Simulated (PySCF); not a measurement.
C3H11Cl3GeSi2, SMILES Cl[Si](Cl)(Cl)[SiH2][Ge]([CH3])([CH3])[CH3] (GFN2-xTB optimised geometry):

```
20

Si     2.373    -0.691     0.000
Cl     3.123     0.119     1.709
Cl     3.205    -2.535    -0.179
Cl     3.123     0.425    -1.527
Si     0.048    -0.691     0.000
Ge    -0.812     1.521     0.000
C     -0.172     2.518     1.597
C     -0.224     2.518    -1.617
C     -2.803     1.519     0.031
H     -0.413    -1.454     1.169
H     -0.418    -1.459    -1.164
H     -0.539     3.540     1.586
H      0.914     2.551     1.623
H     -0.514     2.048     2.515
H     -0.608     3.534    -1.602
H     -0.581     2.038    -2.523
H      0.860     2.567    -1.668
H     -3.205     1.028    -0.851
H     -3.179     0.996     0.906
H     -3.189     2.535     0.055
```

Method: CAM-B3LYP/def2-SVP in PySCF 2.14.0.

Q: What are the frontier orbital energies and the dipole moment?

A: HOMO-2 -9.75 eV, HOMO-1 -9.63 eV, HOMO -9.02 eV, LUMO 0.75 eV, LUMO+1 0.95 eV; dipole moment 2.38 D.

Meta-Löwdin charges at CAM-B3LYP/def2-SVP: Si1 0.73, Cl2 -0.26, Cl3 -0.25, Cl4 -0.26, Si5 0.13, Ge6 0.58, C7 -0.50, C8 -0.49, C9 -0.49, H10 -0.07, H11 -0.07, H12 0.11, H13 0.11, H14 0.11, H15 0.11, H16 0.11, H17 0.11, H18 0.11, H19 0.11, H20 0.11.
